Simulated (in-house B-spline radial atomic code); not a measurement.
Configurations of the indium ion In⁷⁺, with energies counted from [Kr] (4d3/2)4 (4d5/2)2. Level of theory: Dirac-Hartree-Fock, average of each configuration as written, Fermi nucleus of rms radius 4.6156 fm; calculated with a B-spline radial code for spherical atoms. Energies include first-order Breit, QED and recoil terms.

Occupations are held fixed; configurations that lie above the ionisation limit could autoionise.

```
                                             configuration  E - E(ref) (eV)  highest orbital  its <r> (bohr)
         [Ar] 3d10 4s2 (4p1/2)1 (4p3/2)4 (4d3/2)3 (4d5/2)4           77.212            4d3/2            1.01
                           [Kr] (4d3/2)2 (4d5/2)3 (7p3/2)1           104.21            7p3/2           5.305
                           [Kr] (4d3/2)2 (4d5/2)3 (7g7/2)1           116.63            7g7/2           7.822
         [Ar] 3d10 4s2 (4p1/2)2 (4p3/2)3 (4d5/2)6 (5f5/2)1           164.92            5f5/2           3.097
[Ar] 3d10 4s2 (4p1/2)2 (4p3/2)3 (4d3/2)2 (4d5/2)4 (7p1/2)1           172.52            7p1/2           5.237
          [Ar] (3d3/2)4 (3d5/2)5 4s2 4p6 (4d5/2)6 (5p1/2)1           497.13            5p1/2            1.94
```

**Question.** Order these further configurations by energy, lowest first.
A. [Kr] (4d5/2)5 5s1
B. [Kr] (4d3/2)3 (4d5/2)3
C. [Ar] 3d10 4s2 (4p1/2)2 (4p3/2)3 (4d3/2)4 (4d5/2)2 6s1
D. [Ar] 3d10 4s2 (4p1/2)1 (4p3/2)4 (4d3/2)4 (4d5/2)2 (8g9/2)1
E. [Kr] (4d3/2)2 (4d5/2)3 (5g9/2)1

**Answer.** B (1.5152 eV), A (42.343 eV), E (99.504 eV), C (146.24 eV), D (197 eV).

**Question.** How far above the reference does [Ar] 3d10 4s2 (4p1/2)2 (4p3/2)3 (4d3/2)2 (4d5/2)4 (8f7/2)1 lie?

**Answer.** 187.97 eV; its least bound orbital is 8f7/2 with <r> = 9.912 bohr.

**Question.** How far above the reference does [Ar] 3d10 4s2 (4p1/2)2 (4p3/2)3 (4d3/2)3 (4d5/2)3 7s1 lie?

**Answer.** 167.56 eV; its least bound orbital is 7s1/2 with <r> = 4.915 bohr.
